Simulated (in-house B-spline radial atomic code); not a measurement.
Eu. Computed with a B-spline radial atomic code. Model: non-relativistic spherical atom: semilocal Troullier-Martins pseudo-atom, one channel per l, against all electrons, high spin, G0W0 and RPA with empty states to l = 8, local potential for every l without a channel, a model core (radius 0 = none) keeps its share of the functional.

Without relativity these are model numbers for so heavy an element.

What the tables leave out is listed at the end.

The pseudopotential gives back the lowest level of each angular momentum of its own functional in the configuration it was made in; a second state of the same l is only approximately right. Exact exchange, RPA and GW see the smooth pseudo-orbitals and miss the exchange with the core, for which the functional's share stands in. The column with an uncorrelated core keeps all orbitals and exact exchange, and so separates missing core correlation from pseudisation. Only the three outermost levels and the lowest empty one were computed. RPA here is direct RPA, with no exchange kernel, and its energies carry an (l + 1/2)⁻⁴ tail. A hybrid on a potential with a model core restores only its own semilocal share of the core's exchange.

Command:
```bash
python run_psgw.py task.json out
```
Settings (lengths in bohr, energies in hartree):
```
Z                      63
electrons              63
configuration          [Xe] 4f7 6s2
generated_in           [Xe] 4f7 6s2
functional             pbe,pbe
core_shells            10
radius_factor          0.8
core_correction        True
ion_configuration      [Xe] 4f7 6s1
```

Cost of the run: 2.3 min on 1 thread of Arm Neoverse N1, on a shared host.

Given: made with PBE; model core radius 0.96 bohr; local radius 1.444 bohr; mean-field start PBE.

Valence shells of the generating configuration: 5p, 4f, 6s.

Channel: s 3.116, p 1.149, d 1.671, f 1.586 (radii in bohr).

Computed: largest level miss in the spin-unpolarised generating configuration 0.001 eV; valence RPA correlation energy all-electron orbitals -0.85196 hartree; all-electron RPA polarisability, core included 154.26 bohr³; pseudo-atom RPA polarisability 153.18 bohr³; ionisation by mean-field all-electron 5.3386 eV; ionisation by mean-field pseudo minus all 0.071 eV; ionisation by RPA pseudo minus all 0.154 eV.

```json
{"level": "6s down", "occupied": "1", "mean-field all-electron (eV)": "-3.2993", "mean-field pseudo minus all (eV)": "-0.057", "G0W0 all-electron (eV)": "-5.4388", "G0W0 uncorrelated core minus all (eV)": "0.016", "G0W0 pseudo minus all (eV)": "-0.25", "exchange self-energy all-electron (eV)": "-6.4512", "exchange self-energy pseudo (eV)": "-6.3551"}
```

(1) What is the valence RPA correlation energy pseudo?

(2) What is the ionisation by RPA all-electron?

Given: mean-field start PBE0.

Computed: valence RPA correlation energy pseudo -1.1747 hartree; all-electron RPA polarisability, core included 134.93 bohr³; pseudo-atom RPA polarisability 123.41 bohr³; ionisation by mean-field all-electron 5.2556 eV; ionisation by mean-field pseudo minus all 0.174 eV; ionisation by RPA pseudo minus all 0.231 eV.

```tsv
level	occupied	mean-field all-electron (eV)	mean-field pseudo minus all (eV)	G0W0 all-electron (eV)	G0W0 uncorrelated core minus all (eV)	G0W0 pseudo minus all (eV)	exchange self-energy all-electron (eV)	exchange self-energy pseudo (eV)
6s down	1	-3.7871	-0.135	-5.5206	0.019	-0.284	-6.3445	-6.5541
6s up	1	-3.9667	-0.058	-5.7113	0.016	-0.216	-6.7056	-6.9345
5d up (empty)	0	-1.5001	-0.111	-0.16993	0.072	0.01	-5.8333	-5.2547
```

(3) What is the ionisation by RPA all-electron?

(4) What is the valence RPA correlation energy all-electron orbitals?

Answers

(1) -1.2361 hartree.

(2) 5.726 eV.

(3) 5.6115 eV.

(4) -0.78292 hartree.

Among the listed levels the largest G0W0 shift of the pseudo-atom is -0.28 eV, for 6s down on the PBE0 start, while leaving the core uncorrelated moves that level by +0.02 eV. So pseudisation and the lost core exchange, not the missing core correlation, make the error. Not in the tables (levels of low weight, unsolved or above zero; the highest and the empty levels are kept at any weight): on PBE the G0W0 levels 6s up (pseudo minus all -0.16 eV, weights 0.69 and 0.73), 4f up (pseudo minus all +5.60 eV, weights 0.74 and 0.00); on PBE0 the G0W0 levels 4f up (pseudo minus all +5.77 eV, weights 0.79 and 0.47); no Hartree-Fock pseudo-atom is run with a model core.
